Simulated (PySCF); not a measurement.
# Orbital picture of SrN⁺

revPBE at R = 2.345 Å; PySCF, scalar-relativistic core potentials, basis sets Sr def2-SVP with ECP28, N def2-SVP. State: ³Σ⁻ (triplet), unpaired electrons π ↑↑. Only the outer orbitals are listed, counted within each symmetry, core potentials removing the inner ones.

```json
{"spin": "α", "orbital": "2σ", "occ.": "1", "ε (eV)": "-47.15", "on Sr (%)": "100", "main shells (%)": "100 Sr s"}
{"spin": "α", "orbital": "1π", "occ.": "1", "ε (eV)": "-28.91", "on Sr (%)": "100", "main shells (%)": "100 Sr p"}
{"spin": "α", "orbital": "1π", "occ.": "1", "ε (eV)": "-28.91", "on Sr (%)": "100", "main shells (%)": "100 Sr p"}
{"spin": "α", "orbital": "3σ", "occ.": "1", "ε (eV)": "-28.67", "on Sr (%)": "97", "main shells (%)": "97 Sr p"}
{"spin": "α", "orbital": "4σ", "occ.": "1", "ε (eV)": "-21.57", "on Sr (%)": "7", "main shells (%)": "93 N s"}
{"spin": "α", "orbital": "2π", "occ.": "1", "ε (eV)": "-11.01", "on Sr (%)": "10", "main shells (%)": "90 N p, 8 Sr d"}
{"spin": "α", "orbital": "2π", "occ.": "1", "ε (eV)": "-11.01", "on Sr (%)": "10", "main shells (%)": "90 N p, 8 Sr d"}
{"spin": "α", "orbital": "5σ", "occ.": "1", "ε (eV)": "-10.01", "on Sr (%)": "20", "main shells (%)": "76 N p, 11 Sr d"}
{"spin": "α", "orbital": "6σ", "occ.": "0", "ε (eV)": "-7.65", "on Sr (%)": "98", "main shells (%)": "83 Sr s, 11 Sr d"}
{"spin": "α", "orbital": "1δ", "occ.": "0", "ε (eV)": "-6.31", "on Sr (%)": "100", "main shells (%)": "100 Sr d"}
{"spin": "α", "orbital": "1δ", "occ.": "0", "ε (eV)": "-6.31", "on Sr (%)": "100", "main shells (%)": "100 Sr d"}
{"spin": "β", "orbital": "2σ", "occ.": "1", "ε (eV)": "-47.13", "on Sr (%)": "100", "main shells (%)": "100 Sr s"}
{"spin": "β", "orbital": "1π", "occ.": "1", "ε (eV)": "-28.88", "on Sr (%)": "100", "main shells (%)": "100 Sr p"}
{"spin": "β", "orbital": "1π", "occ.": "1", "ε (eV)": "-28.88", "on Sr (%)": "100", "main shells (%)": "100 Sr p"}
{"spin": "β", "orbital": "3σ", "occ.": "1", "ε (eV)": "-28.60", "on Sr (%)": "98", "main shells (%)": "98 Sr p"}
{"spin": "β", "orbital": "4σ", "occ.": "1", "ε (eV)": "-18.73", "on Sr (%)": "9", "main shells (%)": "90 N s"}
{"spin": "β", "orbital": "5σ", "occ.": "1", "ε (eV)": "-9.02", "on Sr (%)": "29", "main shells (%)": "67 N p, 14 Sr d, 13 Sr s"}
{"spin": "β", "orbital": "2π", "occ.": "0", "ε (eV)": "-8.04", "on Sr (%)": "36", "main shells (%)": "64 N p, 32 Sr d"}
{"spin": "β", "orbital": "2π", "occ.": "0", "ε (eV)": "-8.04", "on Sr (%)": "36", "main shells (%)": "64 N p, 32 Sr d"}
{"spin": "β", "orbital": "6σ", "occ.": "0", "ε (eV)": "-7.61", "on Sr (%)": "96", "main shells (%)": "76 Sr s, 14 Sr d"}
```

**Question.** Which are the highest filled and the lowest empty level, where do they sit, and how wide is the gap?

**Answer.** Highest filled β 5σ at -9.02 eV (in %: 67 N p, 14 Sr d, 13 Sr s); lowest empty β 2π at -8.04 eV (in %: 64 N p, 32 Sr d); the gap at revPBE is 0.98 eV.

| Quantity | Value |
| --- | --- |
| bond order (Mayer) | 1.23 |
| ⟨S²⟩ | 2.020 |
| charge on Sr (Mulliken, basis-dependent) | 1.21 |
| charge on Sr (Löwdin, basis-dependent) | 1.13 |
| dipole moment (positive dipole points towards N; it is taken about the centre of mass and depends on that origin) | -6.15 D |

Spin–orbit coupling is left out. The state is the lowest determinant that a PBE0 search found; another state may lie lower at other levels.
